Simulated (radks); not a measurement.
The numbers below are computed, except where a source is named.
Problem. The mean radii <r> (bohr) of the occupied orbitals of an atom or ion are listed with their occupations. Code: a radial shooting solver on a logarithmic mesh with Libxc functionals. Model: scalar-relativistic Kohn-Sham, PBE, spin-polarised, spherical densities, finite nucleus; Fermi nuclear charge, rms radius of each element as measured or else 0.836 A^(1/3) + 0.57 fm.

| orbital | occ. | <r> |
|---|---|---|
| 1s up | 1 | 0.04275 |
| 1s down | 1 | 0.04275 |
| 2s up | 1 | 0.1895 |
| 2s down | 1 | 0.1895 |
| 2p up | 3 | 0.1654 |
| 2p down | 3 | 0.1654 |
| 3s up | 1 | 0.5514 |
| 3s down | 1 | 0.5514 |
| 3p up | 3 | 0.5642 |
| 3p down | 3 | 0.5640 |
| 3d up | 5 | 0.5908 |
| 3d down | 5 | 0.5900 |
| 4s up | 1 | 1.675 |
| 4s down | 1 | 1.675 |
| 4p up | 3 | 2.094 |
| 4p down | 2 | 2.119 |

Name the element and its charge. Open shells, if any, are filled with parallel spins first.

Solution. Z = 35, bromine, charge 0: Br in [Ar] 3d10 4s2 4p5. The 1s radius gives Z: for a bare nucleus <r> = (2 gamma + 1)/(2Z) with gamma = sqrt(1 - (Z/c)^2), 0.04191 bohr for Z = 35, and screening makes it slightly larger (0.04275 here). The occupations add up to 35, and the charge is Z minus that.
